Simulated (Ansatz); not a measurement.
Computed with Ansatz on PBE0-D4/def2-TZVP structures; ΔE is electronic, products minus reactants. CBS: MP2 limit from def2 TZ/QZ plus the TZ coupled-cluster correction, frozen cores. This one scheme is used for every species. DFT in def2-TZVPP. HSE06 is defined as in plane-wave codes. For Mg outer-core shells are correlated without core-valence functions, which leaves a few kJ/mol of doubt a bond. One conformer a species, not always the lowest.

Reaction (redistribution): `[OH][Al]([OH])[OH]` + `[F][Mg][Cl]` → `[OH][Al]([OH])[Cl]` + `[OH][Mg][F]`

| species | HSE06 energy (Eh) |
| --- | --- |
| `[OH][Al]([OH])[OH]` | -469.82743 |
| `[F][Mg][Cl]` | -759.95218 |
| `[OH][Al]([OH])[Cl]` | -854.11942 |
| `[OH][Mg][F]` | -375.63899 |

Question: Work out ΔE.

Answer: ΔE = (-854.11942) + (-375.63899) − (-469.82743) − (-759.95218) = 0.02120 Eh = +13.3 kcal/mol. CCSD(T)/CBS gives +12.6 kcal/mol.

Largest T1 diagnostic among the species: 0.012.

From BLYP to BHLYP (50 % exact exchange), in def2-TZVPP and without D4, ΔE moves by +1.3 kcal/mol. Leaving LDA and LC-ωPBE aside and taking each functional with its dispersion term where it has one, the values, not all of them listed here, spread over 1.8 kcal/mol, from revPBE-D4 to BHLYP-D4. In def2-TZVPP, CCSD(T) changes the Hartree–Fock value by −2.5 kcal/mol (the triples alone add −0.3 kcal/mol) and MP2 by −3.3 kcal/mol.
